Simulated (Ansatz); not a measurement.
Total energies of dimethylphenylsulfonium chloride, `C[S+](C)c1ccccc1.[Cl-]` from Ansatz at PBE-D4/def2-TZVP, gas phase (1 Eh = 27.2114 eV = 2625.5 kJ/mol). The reference geometry is relaxed at r2SCAN-D4/def2-SVP.

```xyz
21

C    -0.4789   -0.1350   -2.3669
S    -0.5157    1.1324   -1.0701
C     1.1605    1.8227   -1.1013
C    -0.2651   -0.0179    0.3811
C    -1.2317    0.1118    1.3829
C    -1.1654   -0.6931    2.5253
C    -0.1335   -1.6244    2.6631
C     0.8336   -1.7516    1.6593
C     0.7712   -0.9499    0.5159
H    -1.4433   -0.6577   -2.3047
H    -0.4042    0.4334   -3.3041
H     0.3512   -0.8334   -2.1952
H     1.1886    2.4246   -2.0202
H     1.2446    2.4566   -0.2077
H     1.9066    1.0172   -1.0749
H    -2.0365    0.8453    1.2659
H    -1.9231   -0.5901    3.3074
H    -0.0803   -2.2551    3.5552
H     1.6427   -2.4803    1.7663
H     1.5376   -1.0658   -0.2574
Cl   -0.9588    2.8104   -3.1198
```

```tsv
state	geometry	energy (Eh)
charge 0 singlet	reference	-1169.21642
charge 1 doublet	reference	-1168.92071
charge -1 doublet	reference	-1169.22169
charge -1 doublet	relaxed at r2SCAN-D4/def2-SVP	-1169.24664
free C atom (triplet)	–	-37.79597
free S atom (triplet)	–	-397.93833
free H atom (doublet)	–	-0.49962
free Cl atom (doublet)	–	-459.95840
```

Task: Work out the vertical ionisation energy to the doublet.

Result: E(charge 1 doublet) − E(charge 0 singlet) = -1168.92071 − (-1169.21642) = 0.29571 Eh = 8.05 eV. For comparison, −ε of the highest occupied level is 4.82 eV at this level, 3.23 eV less.

Task: Work out the vertical electron affinity, to the doublet.

Result: E(charge 0 singlet) − E(charge -1 doublet) = -1169.21642 − (-1169.22169) = 0.00527 Eh = 0.14 eV. The basis lacks diffuse functions, which makes affinities too small.

Task: Give the fundamental gap IE − EA, the Mulliken electronegativity (IE + EA)/2 and the hardness (IE − EA)/2.

Result: From the values in Eh: IE − EA = 0.29571 − 0.00527 = 0.29044 Eh = 7.90 eV; (IE + EA)/2 = 4.10 eV; (IE − EA)/2 = 3.95 eV. The HOMO–LUMO gap of the same run is 2.43 eV, 5.47 eV smaller than the fundamental gap.

Task: How much does the charge -1 doublet relax, and what is the adiabatic electron affinity?

Result: Relaxation: -1169.22169 − (-1169.24664) = 0.02495 Eh = 0.68 eV. Adiabatic electron affinity: 0.03022 Eh = 0.82 eV, without zero-point energy. Bonds change on the way (1 lost, 0 formed), so the relaxed form is another species. 

Task: What is the binding energy per atom against free atoms?

Result: Atoms: 8 × (-37.79597) + 1 × (-397.93833) + 11 × (-0.49962) + 1 × (-459.95840) = -1165.76031 Eh. Binding: -1165.76031 − (-1169.21642) = 3.45611 Eh = 94.05 eV, or 4.48 eV for each of 21 atoms (no zero-point energy, no counterpoise term).

At PBE-D4/def2-TZVP the gap within one spin of the charge 1 doublet nearly closes, so an electron or hole may be smeared out by delocalisation error. At PBE-D4/def2-TZVP the highest occupied level of the charge -1 doublet lies above zero (up to 2.17 eV). By energy differences its removal costs 0.14 eV (vertical, to the charge 0 singlet, at PBE-D4/def2-TZVP); self-interaction error and the lack of diffuse functions both raise the level. At PBE-D4/def2-TZVP the highest occupied level of the relaxed charge -1 doublet lies above zero (up to 0.98 eV). By energy differences its removal costs 0.82 eV (each at its own geometry, to the charge 0 singlet, at PBE-D4/def2-TZVP); self-interaction error and the lack of diffuse functions both raise the level.
